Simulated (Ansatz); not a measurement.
Cs₃⁺, relaxed as a singlet with RKS PBE0/def2-TZVP in Ansatz, starting from the GFN1-xTB geometry. Force threshold 0.02 eV/Å.

In the def2 sets Cs takes a core potential; there is no spin–orbit coupling. The restricted singlet is unstable towards broken spin symmetry in Hartree–Fock (as tested in another run); at PBE0/def2-TZVP this wasn't settled. The structure comes from a short search, and lower isomers may exist.

Start:

```xyz
3

Cs   -0.7166    2.3501    0.5819
Cs   -1.7517   -1.7739   -0.2733
Cs    2.4684   -0.5762   -0.3086
```

Estimate the energy that the relaxation releases and the steps that it takes.

8.8 kcal/mol, in 6 steps; 22 s on 2 threads of Arm Neoverse V1 on a shared host. No frequencies were taken in this run, so the end may be a saddle point.

Does the start keep its bonding and symmetry?

By distances, no bond broke or formed. The bond that changes most is Cs1–Cs2, from 4.34 to 5.27 Å (atoms count from 1). The end is the same structure that another start reached, the lowest one found. Point group Cs at the start, D3h at the end, both within 0.05 Å.

Predict the relaxed structure.


| atom | x (Å) | y (Å) | z (Å) |
| --- | --- | --- | --- |
| Cs1 | -0.835 | 2.843 | 0.702 |
| Cs2 | -2.113 | -2.166 | -0.336 |
| Cs3 | 2.947 | -0.677 | -0.366 |
Bond lengths (bridged metal pairs left out): 3 × Cs–Cs 5.27 to 5.28 Å.
